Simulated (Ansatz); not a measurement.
Consider the formal exchange of groups at the Si–H bond: `CO[SiH2]C` + `NCS` → `CO[SiH](C)S` + CH₃NH₂.

Isolated molecules relaxed with PBE0-D4/def2-TZVP in Ansatz; ΔE leaves out vibrations. CCSD(T)/CBS is the MP2 limit (def2-TZVPP, def2-QZVPP) plus CCSD(T) − MP2 in def2-TZVPP, frozen cores. One conformer a species, not always the lowest.

`CO[SiH2]C`:

Z-matrix (Å, degrees):
```
C
O 1 1.406
H 1 1.092 2 108.4
H 1 1.097 2 111.7 3 -119.3
H 1 1.096 2 111.6 3 119.1
Si 2 1.646 1 122.9 3 170.6
C 6 1.864 2 112.5 1 66.4
H 6 1.493 2 109.3 1 -54.7
H 6 1.483 2 105.4 1 -172.6
H 7 1.093 6 111.6 2 -62.6
H 7 1.093 6 111.1 2 58.5
H 7 1.094 6 110.0 2 178.1
```

`NCS`:

```xyz
8

N    -0.765   -0.050   -0.841
C     0.484    0.070   -0.127
S     0.366    1.165    1.310
H    -0.642   -0.610   -1.678
H    -1.468   -0.499   -0.268
H     1.216    0.549   -0.781
H     0.925   -0.873    0.218
H    -0.115    0.249    2.166
```

`CO[SiH](C)S`:

Cartesian coordinates in Å:
```
C -0.392 -1.800 1.087
O -0.665 -0.468 0.723
Si 0.350 0.455 -0.176
C -0.513 2.066 -0.466
S 0.794 -0.430 -2.080
H 0.544 -1.878 1.653
H -1.207 -2.156 1.718
H -0.324 -2.444 0.204
H 1.649 0.592 0.538
H 0.147 2.771 -0.974
H -1.402 1.918 -1.084
H -0.829 2.501 0.485
H 1.848 -1.127 -1.628
```

CH₃NH₂:

Z-matrix (Å, degrees):
```
C
N 1 1.453
H 1 1.092 2 109.4
H 1 1.100 2 115.4 3 -121.6
H 1 1.092 2 109.4 3 116.8
H 2 1.012 1 110.6 3 62.6
H 2 1.012 1 110.6 3 -179.3
```

| species | CCSD(T)/CBS(def2) energy (Eh) |
| --- | --- |
| `CO[SiH2]C` | -445.20896 |
| `NCS` | -493.52417 |
| `CO[SiH](C)S` | -843.02769 |
| CH₃NH₂ | -95.75281 |

(1) Work out ΔE.

Largest T1 diagnostic among the species: 0.011.

Answers

(1) ΔE = (-843.02769) + (-95.75281) − (-445.20896) − (-493.52417) = -0.04737 Eh = -1.29 eV.

The D4 term adds −0.04 eV with B3LYP and −0.02 eV with PBE0; it sums over pairs of atoms, weighted by their polarisabilities, and B3LYP, whose exchange is more repulsive, gets the larger term.

B3LYP here is the variant with VWN-RPA as its local correlation; programs differ in this.
